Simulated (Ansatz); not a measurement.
Gas-phase reaction in SMILES: [O]=[Zr]([F])[F] → [O]=[Zr]([F])[F] as doublet, charge +1 + e-
Each molecule is optimised on its own at B3LYP-D3(BJ)/def2-TZVP (Ansatz, a quantum-chemistry and plane-wave program). [O]=[Zr]([F])[F] as doublet, charge +1: The spin state was set by rule; other spins were not relaxed.

Property: adiabatic ionisation energy (electronic energy difference), in eV. Correlated levels leave the core frozen unless marked. Open shells are spin-unrestricted. Spin-orbit coupling is left out. The frozen core is the preceding noble-gas configuration, with the filled d and f shells of earlier blocks. In def2 rows, elements after Kr have scalar-relativistic effective core potentials. STO-3G rows are all-electron and non-relativistic. CBS(X,Y): correlation extrapolated as X^-3; Hartree-Fock from the larger set. [CCSD(T)-MP2]/basis is that difference in the basis named.

| level | program | adiabatic ionisation energy (eV) |
|---|---|---|
| PBE/def2-TZVPD | Ansatz | 10.49 |
| B97M-V/def2-TZVPD | Ansatz | ? |
| r2SCAN0-D4/def2-TZVPD | Ansatz + dftd4 | 10.24 |
| HSE06-D3(BJ)/def2-TZVPD | Ansatz + dftd3 | 10.36 |
| HSE06/def2-TZVPD | Ansatz | 10.37 |
| SCS-MP2/STO-3G | Ansatz | 5.31 |
| CCSD/def2-TZVPPD | Ansatz | ? |
| RI-MP2/CBS(def2-TZVPPD,def2-QZVPPD)+[CCSD(T)-MP2]/def2-TZVPPD | Ansatz | 10.62 |

Question: Complete the blanks.

Answer: 
- B97M-V/def2-TZVPD, adiabatic ionisation energy (eV): 10.23
- CCSD/def2-TZVPPD, adiabatic ionisation energy (eV): 10.34
